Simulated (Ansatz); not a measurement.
BGeH$_{6}$N, SMILES `N[BH][GeH3]`, relaxed with RKS PBE0-D4/def2-TZVP in the Gaussian-basis code of Ansatz from a PBE-D4/def2-SVP geometry. The force threshold is 0.005 eV/Å; the program also tests the step.

Charge 0, multiplicity 1.

Start:

```xyz
9

N     0.289   -1.366    0.905
B     0.754   -0.178    0.340
Ge   -0.520    1.019   -0.770
H    -0.672   -1.704    0.811
H     0.879   -1.989    1.462
H     1.922    0.128    0.516
H    -0.680    2.443   -0.159
H    -1.957    0.415   -0.877
H    -0.014    1.231   -2.227
```

By how much does the energy fall, and how many steps does the optimiser take? (Estimate.)

Ansatz gave: 0.03 eV, in 5 steps, 1 of them rejected.

Which bonds change most? (An estimate is asked.)

Computed: B2–H6 from 1.220 to 1.198 Å; Ge3–H7 from 1.558 to 1.542 Å; Ge3–H9 from 1.557 to 1.542 Å; Ge3–H8 from 1.562 to 1.546 Å.

Give the relaxed structure. (An estimate is asked.)

Ansatz gave: 
```xyz
9

N     0.289   -1.357    0.898
B     0.748   -0.177    0.339
Ge   -0.520    1.016   -0.768
H    -0.657   -1.689    0.800
H     0.872   -1.969    1.446
H     1.894    0.123    0.520
H    -0.669    2.424   -0.158
H    -1.942    0.415   -0.867
H    -0.015    1.215   -2.211
```
